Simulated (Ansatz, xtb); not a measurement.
# C5H8ClFO: which of two isomers lies lower

Structure X: `CC[C@H](CF)C(=O)Cl`, a singlet. Structure Y: `CC(C)(CF)C(=O)Cl`, a singlet. Both are isolated molecules in the gas phase, relaxed with PBE0-D3(BJ)/def2-SVP, each in the lowest conformer that the search found.

Question: Which of the two would you expect CCSD(T)/def2-SVP + ΔMP2/def2-TZVPP electronic energies to favour?

Answer: Structure Y; the calculation gives E(Y) − E(X) = −0.111 eV.

Level by level:

| level | geometry | E(Y) − E(X) (eV) | departure from the last row (eV) | job, with rough time for the two |
| --- | --- | --- | --- | --- |
| GFN2-xTB | GFN2-xTB | −0.113 | −0.002 | optimisation, 0.22 s |
| HF/STO-3G | GFN2-xTB | −0.040 | +0.071 | single point, 0.48 s |
| r2SCAN-D4/def2-SVP | GFN2-xTB | −0.104 | +0.007 | single point, 4.8 s |
| PBE0-D3(BJ)/def2-SVP | PBE0-D3(BJ)/def2-SVP | −0.074 | +0.037 | optimisation, 52 s |
| HF/def2-SVP | PBE0-D3(BJ)/def2-SVP | −0.042 | +0.069 | part of the CCSD(T) run |
| MP2/def2-SVP | PBE0-D3(BJ)/def2-SVP | −0.148 | −0.037 | part of the CCSD(T) run |
| CCSD(T)/def2-SVP | PBE0-D3(BJ)/def2-SVP | −0.131 | −0.020 | single point |
| CCSD(T)/def2-SVP + ΔMP2/def2-TZVPP | PBE0-D3(BJ)/def2-SVP | −0.111 |  | single point, 2.4 min |

As drawn, both hold the same kinds of bond in the same numbers. Structure X has 1 methyl group, Y 2.

The levels shown agree on the order. The largest departure from CCSD(T)/def2-SVP + ΔMP2/def2-TZVPP is that of HF/STO-3G, 0.071 eV. The last row adds to CCSD(T) the change of the MP2 difference between the two basis sets, here +0.020 eV.

With thermal terms from frequencies at re-optimised GFN2-xTB minima (ideal gas, soft modes damped towards free rotors, one conformer each, 298.15 K, 1 atm): the zero-point term adds −0.015 eV; ΔH is −0.124 and ΔG −0.108 eV.

The correlated steps freeze 12 core orbitals. Mirror images aren't counted in ΔG. Run with Ansatz 0.2.0, xtb 6.7.1; the last row on 4 threads of Arm Neoverse V1 on a shared host.
